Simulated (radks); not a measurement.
Valence configurations of Rb I (all share [Kr]). Calculated with a radial shooting solver on a logarithmic mesh with Libxc functionals: Dirac Kohn-Sham, BLYP, spin-unpolarised, spherical densities, finite nucleus; open shells fill j = l - 1/2 first; Fermi nuclear charge, rms radius 4.2036 fm. Energies are relative to 5s1; eigenvalues in eV.

| valence | E (eV) | e(4d3/2) | e(5p1/2) | e(5s1/2) |
|---|---|---|---|---|
| 5s1 | 0.000 | - | - | -2.166 |
| 4d1 | 2.310 | -0.490 | - | - |
| 5p1 | 1.595 | - | -1.200 | - |

NIST lists [Kr] 5s1 as the ground configuration; this level of theory agrees among the configurations tried. The energies are those of spherical spin-averaged densities, not of single terms.
